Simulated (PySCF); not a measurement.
Sn³⁺ (tin, charge +3): BHandHLYP calculation

Configuration: [Kr] 4d10 5s1, 2S determinant. Computed with PySCF 2.14 in aug-cc-pVTZ-PP with one added diffuse shell each of d, f type with ECP28MDF (6s5p5d3f, 67 functions), with scalar relativity through the core potential.

| Item | Value |
| --- | --- |
| Total energy | -212.2900 hartree |
| One-electron energy | -353.1354 hartree |
| Hartree (Coulomb) energy | 158.0530 hartree |
| Exchange-correlation energy | -17.2075 hartree |
| ⟨S²⟩ | 0.7502 |
| ⟨L²⟩ | 0.000 |
| Sum of ⟨r⟩ | 20.03 bohr |
| Sum of ⟨r²⟩ | 25.60 bohr² |

```tsv
shell	electrons	mean orbital energy (eV)	rms radius, mean of both spins (bohr)
4s α	1	-176.49	0.877
4s β	1	-176.17	0.877
4p α	3	-129.68	0.951
4p β	3	-129.49	0.951
4d α	5	-60.427	1.16
4d β	5	-60.170	1.16
5s α	1	-38.454	2.26
```

Energies and moments cover only the electrons outside the core potential.
